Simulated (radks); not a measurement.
Initial-state core-level shifts of the cerium ion Ce3+ when its valence configuration changes from [Xe] 4f1. All-electron calculation, Dirac Kohn-Sham, LDA (Slater exchange, Perdew-Wang correlation), spin-unpolarised, spherical densities, finite nucleus; open shells are shared between the two j in proportion to 2j + 1; Fermi nuclear charge, rms radius 4.8771 fm. Program: a radial shooting solver on a logarithmic mesh with Libxc functionals. Shifts are changes of the shell-averaged eigenvalues in eV (positive: less bound); the change of the density at the nucleus, which sets a Mossbauer isomer shift, is in e/bohr^3, on a base of 3.814e+05.

| valence | 3d | 4s | 4p | 5s | density at nucleus |
|---|---|---|---|---|---|
| 6p1 | -14.031 | -13.067 | -12.797 | -7.419 | +32.13 |
| 5d1 | -9.786 | -8.954 | -8.695 | -3.765 | +25.64 |
| 4f0.5 5d0.5 | -4.730 | -4.360 | -4.238 | -1.869 | +12.30 |
| 4f0.5 6p0.5 | -6.799 | -6.374 | -6.248 | -3.684 | +15.36 |
| 6s1 | -13.042 | -12.087 | -11.819 | -6.505 | +70.92 |
